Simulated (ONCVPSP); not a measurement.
**Pseudopotential generation for carbon (C): ONCV, BLYP, fully relativistic.**

C, optimised norm-conserving Vanderbilt (ONCV), made with ONCVPSP 4.0.1 (BLYP, fully relativistic). Core [He], reference 2s2 2p1 (charge +1). Waves: 2s: rc 1.15 bohr, ncon 4, nbas 7, qcut 6 1/bohr, 2 projectors, debl 1.2 Ha; 2p: rc 2.80 bohr, ncon 4, nbas 9, qcut 6 1/bohr, 2 projectors, debl 0.3 Ha. Local part: polynomial inside 0.85 bohr (lpopt 5, dvloc0 0 Ha). Core correction: none.

Open shells are filled in proportion to 2j + 1.

In the p channel the program set the typed energies aside and used -0.624, 0.250 Ha (j = l + 1/2; the other j can differ).

Poles of the logarithmic derivatives, all-electron (AE) and pseudo (PS). s: poles at 3.2 (AE) and 3.2 (PS) Ha. p3/2: poles at -0.5, 1.4, 4.6 (AE) and -0.5, 1.4, 4.6 (PS) Ha. p1/2: poles at -0.5, 1.4, 4.6 (AE) and -0.5, 1.4, 4.6 (PS) Ha. Test radii: s 1.17, p3/2 2.85, p1/2 2.85 bohr.

* Cutoffs needed: 20 Ha and 75 Ha (the cutoffs (Ha) at which the residual kinetic energy of the hardest occupied pseudo-wave falls to 1 and 0.1 mHa per electron)
* Ghost test: no bound ghost flagged; no localised positive-energy state flagged
* Largest excitation error: +922 meV (all-electron minus pseudo) for 2s1 2p0, out of 4 test configurations
